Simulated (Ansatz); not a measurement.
Molecule: 4-fluoro-1,3-dioxole, C3H3FO2 (charge 0, singlet). 
Coordinates optimised at B3LYP-D3(BJ)/def2-TZVP (Ansatz, a first-principles code):
```
C
F 1 1.3137
C 1 1.3240 2 131.61
O 1 1.3627 2 115.42 3 177.09
H 3 1.0724 1 132.66 2 0.43
O 3 1.3993 5 118.98 1 -175.19
C 6 1.4205 3 103.66 5 -167.79
H 7 1.0868 6 110.21 3 -143.00
H 7 1.0991 8 112.15 6 122.81
```
Charge 0, spin multiplicity 1.

Total electronic energies in hartree. Cores are frozen in the correlated levels unless marked. No spin-orbit coupling. Non-relativistic. CBS(X,Y): correlation extrapolated as X^-3; Hartree-Fock from the larger set. [CCSD(T)-MP2]/basis is that difference in the basis named.

| level | program | energy (Eh) |
|---|---|---|
| r2SCAN/def2-TZVPD | Ansatz | -366.32259 |
| BHLYP/def2-TZVPD | Ansatz | -366.31703 |
| r2SCANh/def2-TZVPD | Ansatz | -366.30058 |
| HSE06-D3(BJ)/def2-TZVPD | Ansatz + dftd3 | -366.10079 |
| B2PLYP-D4/def2-TZVPD | Ansatz + dftd4 | -366.25633 |
| RPA@PBE/cc-pVTZ | Ansatz | -366.33014 |
| SCS-MP2/6-31G | Ansatz | -364.88083 |
| CCSD/cc-pVDZ | Ansatz | -365.43098 |
| RI-MP2/CBS(cc-pVTZ,cc-pVQZ)+[CCSD(T)-MP2]/cc-pVTZ | Ansatz | -366.0150 |

Totals of different functionals don't rank their quality; only differences between species are comparable.
